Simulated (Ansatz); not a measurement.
Frontier orbitals of CH7InOSSi, SMILES `C[Si](O)(S)[InH2]`.

Cartesian coordinates in Å:
```
C 1.427 0.671 -0.914
Si -0.106 0.321 0.096
O -0.156 1.251 1.464
S -1.698 0.842 -1.268
In -0.485 -2.102 0.867
H 1.471 0.022 -1.792
H 1.445 1.709 -1.257
H 2.323 0.493 -0.314
H -0.195 2.203 1.341
H -2.691 0.485 -0.436
H -1.970 -2.510 1.658
H 0.635 -3.385 0.555
```

Charge 0, multiplicity 1. Correlated methods include outer-core shells of In, which these sets cover unevenly. In takes the def2 core potential. The structure was optimised at the PBE0-D4/def2-TZVP level. It is one conformer, not always the lowest. Basis def2-TZVPP, Ansatz 0.2.0.

```tsv
functional	HOMO (eV)	LUMO (eV)
B3LYP	-6.65	-2.25
```

Question: Give HOMO and LUMO (eV) with LDA (SPW92), PBE, revPBE, BLYP, r2SCAN, B97M-V, PBE0, r2SCANh, r2SCAN0, HSE06 (plane-wave form), BHLYP, CAM-B3LYP, LC-ωPBE, ωB97X-V, ωB97M-V. (Estimate.)

Answer: The calculation gave: 
```
             functional   HOMO   LUMO
            LDA (SPW92)  -5.92  -2.98
                    PBE  -5.79  -2.71
                 revPBE  -5.74  -2.59
                   BLYP  -5.66  -2.66
                 r2SCAN  -6.02  -2.49
                 B97M-V  -6.09  -2.72
                   PBE0  -6.83  -1.99
                r2SCANh  -6.40  -2.24
                r2SCAN0  -6.97  -1.86
HSE06 (plane-wave form)  -6.44  -2.35
                  BHLYP  -7.77  -1.32
              CAM-B3LYP  -8.05  -1.16
                LC-ωPBE  -9.30  -0.05
                ωB97X-V  -9.00  -0.20
                ωB97M-V  -8.82  -0.46
```

B3LYP here is the variant with VWN-RPA as its local correlation; programs differ in this. LC-ωPBE has ω = 0.4 bohr⁻¹.
